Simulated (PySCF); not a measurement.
## Calculated data, F₂HSi, BFHN

Computed with PySCF 2.14.0. Calculation on a computer-drawn molecule: vertical ionisation energy to the stated ion spin, frozen-core CCSD(T) at the basis limit and cheaper methods, single-reference cases, UHF for radicals, no spin-orbit; all values are single points at the evaluated structure, the first of each entry, which is the reference or a displaced copy of it and isn't optimised; the reference structure only sets the zero of the energies above reference; triples share is (T) over the correlation energy.

Common to all runs: charge 0; diffuse functions no; reference is the Hartree-Fock double-zeta minimum; best is HF at quadruple zeta + MP2 correlation extrapolated from triple and quadruple zeta + CCSD(T) minus MP2 at triple zeta; basis step is the size of the change from the same recipe one zeta lower.

(1) F₂HSi

Evaluated structure:
```xyz
4
F2HSi
F     -1.8554    -1.7733    -4.3776
Si    -0.7440    -1.0146    -3.4998
F     -1.1460     0.5253    -3.4856
H     -0.8205    -1.5448    -2.1211
```

Reference structure:
```xyz
4
F2HSi
F     -1.8542    -1.7763    -4.3793
Si    -0.7455    -1.0188    -3.4987
F     -1.1570     0.5331    -3.4733
H     -0.8172    -1.5381    -2.1197
```

```
multiplicity                                   : 2
ion multiplicity                               : 1
basis                                          : cc-pV(n+d)Z
ionisation energy best                         : 9.645 eV
ionisation energy basis step                   : 0.06584 eV
energy above reference best                    : -0.09562 kcal/mol
energy above reference basis step              : 0.07907 kcal/mol
total energy HF triple zeta                    : -488.5753 hartree
total energy CCSD(T) triple zeta               : -489.2024 hartree
total energy best                              : -489.3231 hartree
T1 diagnostic at triple zeta                   : 0.01404
D1 diagnostic at triple zeta                   : 0.04926
spin squared at triple zeta                    : 0.7543
ion T1 diagnostic at triple zeta               : 0.01847
ion D1 diagnostic at triple zeta               : 0.0622
triples share at triple zeta                   : 0.02824
basis functions triple zeta                    : 113
dipole magnitude HF at triple zeta             : 1.7 debye
dipole magnitude CCSD unrelaxed at triple zeta : 1.408 debye
dipole magnitude PBE at triple zeta            : 1.214 debye
dipole magnitude r2SCAN at triple zeta         : 1.292 debye
dipole magnitude B3LYP at triple zeta          : 1.39 debye
dipole magnitude wB97X at triple zeta          : 1.401 debye
```

Drawn bonds:
```tsv
atom	other atom	order
1	2	1
2	3	1
2	4	1
```

Triple zeta:
```tsv
method	ionisation energy (eV)	energy above reference (kcal/mol)
HF	9.661	-0.3368
PBE	9.413	0.09401
r2SCAN	9.671	-0.06937
B3LYP	9.654	-0.01796
wB97X	9.587	-0.05572
MP2	9.477	-0.04758
CCSD	9.583	-0.1249
CCSD(T)	9.521	-0.08289
```

(2) BFHN

Evaluated structure:
```xyz
4
BFHN
N      0.0500    -0.3300     0.2233
B     -0.9055    -0.1195    -0.5101
F     -1.9174     0.1034    -1.2869
H      0.8184    -0.4994     0.8132
```

Reference structure:
```xyz
4
BFHN
N      0.0500    -0.3300     0.2233
B     -0.9055    -0.1195    -0.5101
F     -1.9174     0.1034    -1.2869
H      0.8184    -0.4994     0.8132
```

```
multiplicity                                   : 1
ion multiplicity                               : 2
basis                                          : cc-pVnZ
ionisation energy best                         : 11.55 eV
ionisation energy basis step                   : 0.07834 eV
energy above reference best                    : 0 kcal/mol
energy above reference basis step              : 0 kcal/mol
ionisation energy Koopmans at triple zeta      : 11.82 eV
ionisation energy EOM CCSD at triple zeta      : 11.38 eV
total energy HF triple zeta                    : -179.2763 hartree
total energy CCSD(T) triple zeta               : -179.8437 hartree
total energy best                              : -179.9346 hartree
T1 diagnostic at triple zeta                   : 0.01296
D1 diagnostic at triple zeta                   : 0.03234
ion T1 diagnostic at triple zeta               : 0.01739
ion D1 diagnostic at triple zeta               : 0.0668
ion spin squared at triple zeta                : 0.7585
triples share at triple zeta                   : 0.03635
basis functions triple zeta                    : 104
dipole magnitude HF at triple zeta             : 0.4864 debye
dipole magnitude CCSD unrelaxed at triple zeta : 0.6608 debye
dipole magnitude PBE at triple zeta            : 0.5657 debye
dipole magnitude r2SCAN at triple zeta         : 0.5204 debye
dipole magnitude B3LYP at triple zeta          : 0.5758 debye
dipole magnitude wB97X at triple zeta          : 0.5047 debye
```

Drawn bonds:
```tsv
atom	other atom	order
1	2	2
2	3	1
1	4	1
```

Triple zeta:
```tsv
method	ionisation energy (eV)	energy above reference (kcal/mol)
HF	9.829	0
PBE	11.3	0
r2SCAN	11.17	0
B3LYP	11.35	0
wB97X	11.27	0
MP2	11.52	0
CCSD	11.25	0
CCSD(T)	11.35	0
```

(3) BFHN

Evaluated structure:
```xyz
4
BFHN
N      0.1008    -0.3672     0.2690
B     -0.8781    -0.1137    -0.5923
F     -1.9100     0.1599    -1.3163
H      0.8246    -0.4777     0.8850
```

Reference structure:
```xyz
4
BFHN
N      0.0500    -0.3300     0.2233
B     -0.9055    -0.1195    -0.5101
F     -1.9174     0.1034    -1.2869
H      0.8184    -0.4994     0.8132
```

```
multiplicity                    : 1
ion multiplicity                : 2
basis                           : cc-pVnZ
ion spin squared at triple zeta : ?
```

Drawn bonds:
```tsv
atom	other atom	order
1	2	2
2	3	1
1	4	1
```

## Withheld values
1. BFHN (entry 3): ion spin squared at triple zeta?
2. Give the table of triple zeta values for BFHN (entry 3).

Answers
1. 0.761
2. 
Triple zeta:
```tsv
method	ionisation energy (eV)	energy above reference (kcal/mol)
HF	9.161	11.84
PBE	10.8	6.646
r2SCAN	10.63	8.048
B3LYP	10.8	8.541
wB97X	10.69	8.904
MP2	10.99	6.873
CCSD	10.67	8.286
CCSD(T)	10.8	7.204
```

Further results for BFHN (entry 3):

```
ionisation energy best                         : 11.01 eV
ionisation energy basis step                   : 0.08113 eV
energy above reference best                    : 7.867 kcal/mol
energy above reference basis step              : 0.5479 kcal/mol
ionisation energy Koopmans at triple zeta      : 11.19 eV
ionisation energy EOM CCSD at triple zeta      : 10.82 eV
total energy HF triple zeta                    : -179.2575 hartree
total energy CCSD(T) triple zeta               : -179.8322 hartree
total energy best                              : -179.9220 hartree
T1 diagnostic at triple zeta                   : 0.01534
D1 diagnostic at triple zeta                   : 0.03987
ion T1 diagnostic at triple zeta               : 0.01749
ion D1 diagnostic at triple zeta               : 0.05661
triples share at triple zeta                   : 0.03888
basis functions triple zeta                    : 104
dipole magnitude HF at triple zeta             : 0.2476 debye
dipole magnitude CCSD unrelaxed at triple zeta : 0.2426 debye
dipole magnitude PBE at triple zeta            : 0.1604 debye
dipole magnitude r2SCAN at triple zeta         : 0.1398 debye
dipole magnitude B3LYP at triple zeta          : 0.1624 debye
dipole magnitude wB97X at triple zeta          : 0.1663 debye
```
